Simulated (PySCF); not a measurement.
WO₂F, SMILES [O]=[W+](=[O])[F], charge +1, multiplicity 1.

Geometry: r2SCAN-D4/def2-TZVP. The multiplicity is an assumed one; other spin states were not compared. The isomer is the one that the SMILES or the coordinates give; other isomers of the formula were not compared. The def2 effective core potentials stand for the cores of W; spin–orbit coupling is left out.

These are PBE/def2-TZVPD (PySCF) values and carry that method's errors.

Computed frontier levels, gap, dipole moment and polarisability:
```yaml
highest_occupied_level: -14.56 eV
lowest_empty_level: -12.12 eV
orbital_gap: 2.43 eV
dipole_moment_about_the_centre_of_nuclear_charge: 4.46 D
mean_static_polarisability: 34.8 bohr³ (5.16 Å³)
polarisability_principal_values: 24.7, 37.6, 42.2 bohr³
```
